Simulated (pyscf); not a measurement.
# Rearrangement: C₄H₆O (SMILES O=C1CCC1) -> H₃C–CH₂–CH=C=O (SMILES CCC=C=O)

Gas phase, singlet surface, charge 0. Bonds broken: C2–C3, C5–H10. Bonds formed: C3–H10. Single points on ωB97X-D3(BJ)/def2-SVP structures (PySCF, gas phase).

Transition state (Å):

```xyz
11

O     -0.2605    -1.2737     0.8937
C     -0.2292    -0.2905     0.2034
C     -0.5760     1.4580     0.6198
C      0.0601     1.7218    -0.7522
C      0.1224     0.2404    -1.0562
H     -1.5591     1.9026     0.8426
H      0.0822     1.5681     1.4927
H     -0.5227     2.3493    -1.4452
H      1.0674     2.1616    -0.6503
H     -1.2560     0.3686    -0.2042
H      0.6407    -0.2840    -1.8700
```

One imaginary mode, 1458i cm⁻¹; descent along it reached the two sides named.

```csv
bond,change,reactant side (Å),saddle,product side
C2–C3,breaks,1.534,1.831,2.9
C5–H10,breaks,1.101,1.626,2.8
C3–H10,forms,3.0,1.526,1.102
```

Electronic energies relative to the reactant's lowest minimum found (kJ/mol):

| level | barrier | reaction energy | reverse barrier |
|---|---|---|---|
| ωB97X-D3(BJ)/def2-TZVP | 361.8 | +12.0 | 349.7 |
| PBE/def2-TZVP | 297.8 | +0.4 | 297.4 |
| r²SCAN/def2-TZVP | 315.3 | -2.9 | 318.2 |
| B3LYP-D3(BJ)/def2-TZVP | 338.8 | -8.1 | 346.9 |
| PBE0-D3(BJ)/def2-TZVP | 330.4 | +11.3 | 319.1 |
| M06-2X/def2-TZVP | 343.5 | -1.4 | 345.0 |
| ωB97M-D3(BJ)/def2-TZVP | 349.9 | +3.6 | 346.3 |
| HF/def2-TZVP | 436.9 | -2.2 | 439.1 |

With ωB97M-D3(BJ)/def2-TZVP energies and thermal terms (ideal gas, 1 atm, RRHO with modes under 100 cm⁻¹ raised to 100, one conformer, R ln 2 for chiral ones without a mode under 150 cm⁻¹), in kJ/mol:

| T (K) | ΔH‡ | ΔG‡ | ΔH | ΔG |
|---|---|---|---|---|
| 298 | 334.8 | 332.7 | +2.6 | -4.6 |
| 600 | 334.4 | 330.7 | +4.3 | -12.8 |
| 900 | 333.6 | 329.0 | +4.6 | -21.4 |
| 1200 | 332.5 | 327.6 | +4.5 | -30.1 |

This saddle turned up in a search for another step; its sides and bond changes are read from the two ends of the descent. This is the saddle that the search found; another between the same sides may lie lower.
